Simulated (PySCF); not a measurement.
# Computed spin Hamiltonian

C₄H₁₀NOSi (doublet state).
Numbering: `[CH2:1][C@@H:2]1[CH2:3][Si@@:4]([CH3:5])([NH2:6])[O:7]1` (hydrogens: H8, H9 on C1; H10 on C2; H11, H12 on C3; H13, H14, H15 on C5; H16, H17 on N6)

Structure used (GFN2-xTB), in Å, numbered top down from 1:
```xyz
17
C4H10NOSi angstrom
C      2.1785    1.4321    0.0594
C      1.6056    0.0966    0.0353
C      0.4719   -0.0953   -1.0204
Si    -0.5982   -0.4908    0.5113
C     -2.0129    0.6878    0.9464
N     -1.1164   -2.1217    0.6745
O      0.8678   -0.2054    1.2329
H      3.0575    1.6591   -0.5098
H      1.6733    2.2131    0.5912
H      2.3782   -0.6691   -0.0899
H      0.2566    0.8151   -1.5707
H      0.6825   -0.8930   -1.7240
H     -2.9047    0.4347    0.3850
H     -2.2519    0.6115    2.0016
H     -1.7657    1.7221    0.7343
H     -2.0567   -2.3396    0.9480
H     -0.4723   -2.8452    0.9448
```

The hyperfine couplings belong to this conformer and change with its torsions.

Method used: UKS B3LYP, pcH-1 on C H N O Si, non-relativistic, mean-field spin-orbit, GIAO (PySCF). One conformer (not necessarily the lowest) at the GFN2-xTB geometry, without solvent, vibrations or thermal averaging. Couplings are sensitive to structure, and on GFN2-xTB geometries they can be far from those on DFT ones. No stability test was run, so a lower SCF solution isn't excluded.

```
g1, g2, g3                      : 2.00222, 2.00268, 2.00280
g_iso                           : 2.00257
Form of g                       : rhombic: the two nearest values differ by 21 % of g3 − g1
⟨S²⟩                            : 0.7538 (exact 0.7500)
HOMO–LUMO gap, α and β orbitals : 6.25, 5.35 eV
```

Isotropic coupling and dipolar principal values T1 to T3, in MHz; ρ(0) is the spin density at the nucleus:

| atom | isotope | a_iso | of which spin–orbit | T1 | T2 | T3 | Mulliken spin population | ρ(0) (bohr⁻³) |
| --- | --- | --- | --- | --- | --- | --- | --- | --- |
| C1 | 13C | 86.9 | -0.1 | -79.9 | -79.3 | 159.2 | 1.06 | 0.0774 |
| C2 | 13C | -35.5 | 0.0 | -2.7 | -0.6 | 3.3 | -0.08 | -0.0316 |
| C3 | 13C | 67.9 | 0.0 | -8.8 | -8.0 | 16.8 | 0.07 | 0.0604 |
| Si4 | 29Si | 3.3 | 0.0 | -2.8 | 1.0 | 1.8 | 0.01 | -0.0037 |
| C5 | 13C | 2.7 | 0.0 | -0.4 | -0.3 | 0.7 | 0.00 | 0.0024 |
| N6 | 14N | 0.7 | 0.0 | -0.4 | -0.2 | 0.6 | 0.01 | 0.0021 |
| O7 | 17O | -6.9 | 0.0 | -6.0 | 2.7 | 3.3 | 0.01 | 0.0114 |
| H8 | 1H | -62.3 | 0.0 | -38.6 | -0.3 | 38.9 | -0.04 | -0.0139 |
| H9 | 1H | -62.0 | 0.0 | -38.6 | -0.1 | 38.7 | -0.04 | -0.0139 |
| H10 | 1H | 49.6 | 0.0 | -5.7 | -4.0 | 9.7 | 0.02 | 0.0111 |
| H11 | 1H | 2.4 | 0.0 | -7.9 | -1.3 | 9.2 | 0.00 | 0.0005 |
| H12 | 1H | 0.3 | 0.0 | -5.0 | -1.8 | 6.7 | 0.00 | 0.0001 |
| H13 | 1H | -0.2 | 0.0 | -0.7 | -0.6 | 1.3 | 0.00 | 0.0000 |
| H14 | 1H | 1.4 | 0.0 | -0.7 | -0.6 | 1.2 | 0.00 | 0.0003 |
| H15 | 1H | 0.0 | 0.0 | -1.2 | -0.9 | 2.1 | 0.00 | 0.0000 |
| H16 | 1H | -0.5 | 0.0 | -0.7 | -0.5 | 1.2 | 0.00 | -0.0001 |
| H17 | 1H | -0.1 | 0.0 | -0.7 | -0.3 | 1.0 | 0.00 | 0.0000 |

The Mulliken spin populations are largest on C1 (+1.06), C2 (-0.08) and C3 (+0.07). No atom but C1 exceeds +0.15. The angles at C1 add up to 359.8°, so it is planar; its axial dipolar tensor and the negative couplings of its protons fit spin in a p orbital normal to that plane.

Axes: g3 points within 5° of the C1–C2 bond.

Under fast tumbling the dipolar parts average out, and these isotropic splittings remain: 2 × 1H (H8/H9, I = 1/2, 3 lines) with 2.22 mT, 1 × 1H (H10, I = 1/2, 2 lines) with 1.77 mT and 1 × 1H (H11, I = 1/2, 2 lines) with 0.09 mT.

Means are taken over nuclei equivalent by connectivity, which assumes that they swap fast. H16 and H17 aren't averaged: N6 is flat or nearly so (angle sum 354°), and its turn about the short N6–Si4 bond (1.72 Å) is taken as slow.

The 17O coupling of O7 (-6.9 MHz) shows only in satellite lines or after enrichment, since that isotope makes up about 0.038 % of natural oxygen.

The 13C coupling of C1 (86.9 MHz) shows only in satellite lines or after enrichment, since that isotope makes up about 1.07 % of natural carbon.

The spin density at the nucleus, in bohr⁻³, is negative for C2 (-0.0316), H8/H9 (-0.0139) and Si4 (-0.0037), for instance. A restricted open-shell determinant has no negative spin density anywhere; here it arises because α and β orbitals differ (spin polarisation).

Time: 83 s wall (grids of density and orbitals included); peak memory 0.97 GiB. Hardware: one thread, Arm Neoverse V1 (aarch64), shared host.
